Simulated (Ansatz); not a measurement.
Isolated molecules relaxed with PBE0-D4/def2-TZVP in Ansatz; ΔE leaves out vibrations. CBS: MP2 limit from def2 TZ/QZ plus the TZ coupled-cluster correction, frozen cores. This one scheme is used for every species. DFT in def2-TZVPP. B3LYP here is the variant with VWN-RPA as its local correlation; programs differ in this. HSE06 is defined as in plane-wave codes. Open shells (•) are unrestricted, without spin–orbit coupling. Each species was taken in one conformer, which may not be the lowest.

Consider the hydrogen abstraction from the Si–H bond: `CS[SiH](F)Cl` + `[CH3]`• → `CS[Si](F)Cl`• + CH₄.

`CS[SiH](F)Cl`:

Z-matrix (Å, degrees):
```
C
S 1 1.819
H 1 1.089 2 110.7
H 1 1.089 2 106.1 3 118.5
H 1 1.089 2 110.9 3 -122.9
Si 2 2.095 1 100.5 3 59.6
Cl 6 2.044 2 112.0 1 -53.0
F 6 1.592 2 111.7 1 64.6
H 6 1.473 2 108.8 1 -174.9
```

`[CH3]`•:

Z-matrix (Å, degrees):
```
C
H 1 1.080
H 1 1.080 2 120.0
H 1 1.080 2 120.0 3 180.0
```

`CS[Si](F)Cl`•:

Cartesian coordinates in Å:
```
C -1.119 -0.399 -0.243
S -0.680 1.095 0.706
Si 1.423 1.032 0.533
F 1.851 1.039 -1.008
Cl 2.213 -0.709 1.286
H -0.714 -1.289 0.234
H -0.767 -0.322 -1.271
H -2.207 -0.447 -0.238
```

CH₄:

Cartesian coordinates in Å:
```
C 0.000 0.000 0.000
H 0.027 -0.654 0.871
H 0.725 -0.346 -0.736
H 0.246 1.018 0.302
H -0.998 -0.018 -0.437
```

| level | ΔE (kcal/mol) | difference from CCSD(T)/CBS |
| --- | --- | --- |
| LDA (SPW92) | -22.3 | -9.5 |
| revPBE-D4 | -18.2 | -5.4 |
| BLYP-D4 | -17.1 | -4.3 |
| r2SCAN-D4 | -14.2 | -1.4 |
| PBE0-D4 | -15.9 | -3.1 |
| B3LYP-D4 | -15.0 | -2.2 |
| r2SCANh-D4 | -13.7 | -0.9 |
| r2SCAN0-D4 | -12.9 | -0.1 |
| HSE06-D4 | -16.0 | -3.2 |
| CAM-B3LYP-D4 | -13.8 | -1.0 |
| ωB97X-V | -13.4 | -0.6 |
| B2PLYP | -14.1 | -1.3 |
| PBE-QIDH | -13.9 | -1.1 |
| PBE | -19.0 | -6.2 |
| revPBE | -18.2 | -5.4 |
| BLYP | -17.2 | -4.4 |
| r2SCAN | -14.2 | -1.4 |
| PBE0 | -16.0 | -3.2 |
| B3LYP | -15.1 | -2.3 |
| r2SCANh | -13.7 | -0.9 |
| r2SCAN0 | -13.0 | -0.2 |
| HSE06 | -16.1 | -3.3 |
| BHLYP | -11.5 | 1.3 |
| CAM-B3LYP | -13.9 | -1.1 |
| LC-ωPBE | -14.0 | -1.2 |
| RPA@PBE/def2-TZVPP | -13.2 | -0.4 |
| HF/def2-SVP | -6.0 | 6.8 |
| MP2/def2-SVP | -14.4 | -1.6 |
| CCSD/def2-SVP | -12.3 | 0.5 |
| HF/def2-TZVPP | -5.7 | 7.1 |
| MP2/def2-TZVPP | -14.2 | -1.4 |
| SCS-MP2/def2-TZVPP | -12.8 | 0.0 |
| CCSD/def2-TZVPP | -11.6 | 1.2 |
| CCSD(T)/def2-TZVPP | -12.7 | 0.1 |
| HF/def2-QZVPP | -5.7 | 7.1 |
| MP2/def2-QZVPP | -14.3 | -1.5 |
| SCS-MP2/def2-QZVPP | -12.8 | 0.0 |
| HF/CBS(def2) | -5.7 | 7.1 |
| MP2/CBS(def2) | -14.3 | -1.5 |
| CCSD/CBS(def2) | -11.7 | 1.1 |
| CCSD(T)/CBS | -12.8 | 0 |

Largest T1 diagnostic among the species: 0.013.

In def2-TZVPP, CCSD(T) changes the Hartree–Fock value by −7.0 kcal/mol (the triples alone add −1.1 kcal/mol) and MP2 by −8.5 kcal/mol. From r2SCAN to r2SCAN0 (25 % exact exchange), in def2-TZVPP and without D4, ΔE moves by +1.3 kcal/mol.
